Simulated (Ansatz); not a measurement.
`[SiH3][SiH]1[O][AlH]1`. Total charge 0; spin multiplicity 1. Geometry: relaxed with PBE0-D4/def2-TZVP.

```xyz
9

Si    0.116    1.149    1.308
Si   -0.556   -0.617   -0.071
O    -0.591   -0.286   -1.735
Al    0.626   -1.525   -1.792
H     0.338    0.619    2.682
H     1.393    1.727    0.808
H    -0.902    2.234    1.378
H    -1.835   -1.188    0.449
H     1.411   -2.113   -3.027
```

Task: What is the dipole moment at r2SCAN/def2-TZVPP? (Best estimate.)

Result: Ansatz gave: 1.56 D, with components (1.03, -1.15, -0.18) D in this frame, pointing from negative to positive charge.

Task: And with PBE, B3LYP, ωB97M-V? (An estimate is asked.)

Result: Ansatz gave: PBE 1.50 D, B3LYP 1.66 D, ωB97M-V 1.75 D.

Task: Give the Mulliken charges with r2SCAN, B3LYP, PBE in def2-TZVPP. (An estimate is asked.)

Result: Ansatz gave: 
```tsv
atom	r2SCAN	B3LYP	PBE
Si1	0.15	0.14	0.08
Si2	0.35	0.37	0.31
O3	-0.46	-0.44	-0.36
Al4	0.36	0.28	0.23
H5	-0.06	-0.06	-0.04
H6	-0.07	-0.06	-0.05
H7	-0.06	-0.05	-0.04
H8	-0.10	-0.09	-0.07
H9	-0.11	-0.08	-0.06
```

B3LYP here is the variant with VWN-RPA as its local correlation; programs differ in this.
